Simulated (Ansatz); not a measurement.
`[OH][GaH][GeH3]` + H–F → `[OH][GaH][F]` + GeH₄ at 600 K and 1 bar (cleavage of the Ga–Ge bond).

Computed with Ansatz on PBE0-D4/def2-TZVP structures; ΔE is electronic, products minus reactants. CCSD(T)/CBS is the MP2 limit (def2-TZVPP, def2-QZVPP) plus CCSD(T) − MP2 in def2-TZVPP, frozen cores. This one scheme is used for every species. For Ga, Ge outer-core shells are correlated without core-valence functions, which leaves a few kJ/mol of doubt a bond. Scalar relativity is left out up to krypton. Each species was taken in one conformer, which may not be the lowest.

```
          species  CCSD(T)/CBS energy (Eh)  H − E (kJ/mol)  S (J/(mol·K))
`[OH][GaH][GeH3]`              -4078.25778           169.4          428.7
              H–F               -100.39570            42.3          194.0
   `[OH][GaH][F]`              -2100.17635            96.3          342.0
             GeH₄              -2078.49493           105.8          256.4
```

H − E and S are ideal-gas, rigid-rotor, harmonic terms from PBE0-D4/def2-TZVP, for one conformer and one mirror image of each species. 1 Eh = 2625.50 kJ/mol, R = 8.31446 J/(mol·K).

Problem. By hand: ΔE, ΔH, ΔS and ΔG.

Solution. ΔE = (-2100.17635) + (-2078.49493) − (-4078.25778) − (-100.39570) = -0.01780 Eh = -46.7 kJ/mol. Δ(H − E) = 96.3 + 105.8 − 169.4 − 42.3 = -9.6, so ΔH = -56.3 kJ/mol. ΔS = 342.0 + 256.4 − 428.7 − 194.0 = -24.3 J/(mol·K). ΔG = -56.3 − 600 × (-24.3)/1000 = -41.7 kJ/mol.

Problem. By hand: the equilibrium constant, and the temperature at which ΔG would vanish if ΔH and ΔS stayed fixed.

Solution. log₁₀ K = −ΔG/(RT ln 10) = 3.6. ΔG = 0 at ΔH/ΔS = 2317 K.

ΔH outweighs TΔS. A doubt of 5 kJ/mol in ΔE shifts log₁₀ K by 0.4 here. Other conformers and mirror images would add mixing entropy, several J/(mol·K) or more a flexible species. Modes under 60 cm⁻¹, often nearly free rotors, make the harmonic entropy too high. These are equilibria of isolated gas molecules and say nothing of rates. Largest T1 diagnostic: 0.015 (customary marks: 0.02 for closed shells, 0.045 for open ones).
